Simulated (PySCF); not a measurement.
Species: C3H8Si.
Bonds: C1–C2 (double), C2–C3, C2–Si4. Hydrogens: H5, H6 on C1; H7, H8, H9 on C3; H10, H11, H12 on Si4.

Method: PySCF, PBE0-D3(BJ)/def2-SVP geometry optimisation, gas phase.

Problem. What internal coordinates does the optimisation give?

Solution. 
```json
{"bond": "C1=C2", "length (Å)": "1.341", "order": "double"}
{"bond": "C2–C3", "length (Å)": "1.502", "order": "single"}
{"bond": "C2–Si4", "length (Å)": "1.880", "order": "single"}
{"bond": "C1–H5", "length (Å)": "1.094", "order": "single"}
{"bond": "C1–H6", "length (Å)": "1.097", "order": "single"}
{"bond": "C3–H7, C3–H8, C3–H9", "length (Å)": "1.102", "order": "single"}
{"bond": "Si4–H10, Si4–H11, Si4–H12", "length (Å)": "1.496", "order": "single"}
```

Bonds in one row agree within 0.01 Å and their mean is given. Orders are formal, as drawn. A selection of angles:
```json
{"angle": "C2–C1–H5", "degrees": "122.2"}
{"angle": "C2–C1–H6", "degrees": "121.4"}
{"angle": "H5–C1–H6", "degrees": "116.4"}
{"angle": "C1–C2–C3", "degrees": "122.3"}
{"angle": "C1–C2–Si4", "degrees": "119.4"}
{"angle": "C3–C2–Si4", "degrees": "118.3"}
{"angle": "C2–C3–H7", "degrees": "111.2"}
{"angle": "H7–C3–H8", "degrees": "108.1"}
{"angle": "H7–C3–H9", "degrees": "106.3"}
{"angle": "C2–Si4–H10", "degrees": "109.9"}
{"angle": "C2–Si4–H11", "degrees": "110.5"}
{"angle": "H10–Si4–H11", "degrees": "109.3"}
{"angle": "H11–Si4–H12", "degrees": "107.2"}
```

The 4 heavy atoms lie in one plane (0.000 Å rms). Si4 (SiH3 silicon) is tetrahedral (angles from 107.2° to 110.6°). The 2 C–C bonds span 1.341 Å (C1=C2, drawn double) to 1.502 Å (C2–C3, drawn single), a spread of 0.161 Å. Of the pairs four or more bonds apart, H6···H8 is among the closest relative to their van der Waals radii: 2.40 Å, 100 % of the sum of Bondi's values.

Point group: Cs (every atom within 0.08 Å of its image). No PBE0-D3(BJ)/def2-SVP frequencies stand behind this structure, so it isn't proved a minimum.

On Arm Neoverse V1, one thread (shared host), this took 28 s and 0.39 GiB of memory at its peak. That covers the optimisation of the geometry.
